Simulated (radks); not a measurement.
Values are calculated unless marked as measured or tabulated.
Ionisation of the strontium ion Sr+, [Kr] 5s1, to Sr2+, [Kr], under several functionals. Scalar-relativistic Kohn-Sham, spin-unpolarised, spherical densities, point nucleus; a radial shooting solver on a logarithmic mesh with Libxc functionals.

functional                                      E(Sr+) (hartree)  Exc (hartree)  IE (eV)  -e(HOMO) (eV)  <r> HOMO (bohr)  IE error (eV)
revPBE                                               -3179.46328     -104.96542   10.903          8.239            3.926         -0.128
PW91                                                 -3179.88513     -105.39310   11.048          8.369            3.896         +0.017
HCTH/407                                             -3181.37270     -107.01635   11.246          8.326            3.961         +0.216
BP86                                                 -3180.03407     -105.53967   11.021          8.533            3.875         -0.009
LDA (Slater exchange, Perdew-Wang correlation)       -3175.59337     -101.04130   11.176          8.582            3.847         +0.146
PBE                                                  -3179.27661     -104.77423   11.006          8.348            3.897         -0.024
PBEsol                                               -3177.35822     -102.82859   10.895          8.341            3.890         -0.135
AM05                                                 -3175.78189     -101.23570   10.863          8.297            3.896         -0.167

NIST Atomic Spectra Database: 11.030 eV (measured). Closest: BP86. The Delta-SCF values span 0.38 eV, the total energies 5.78 hartree. The highest occupied level is 5s. Spin polarisation and multiplet splitting are left out, so open shells lie too high by an amount that depends on their filling.

Beside tabulated values, note that spin-unpolarised runs miss the spin-polarisation part of the exchange energy of open shells.
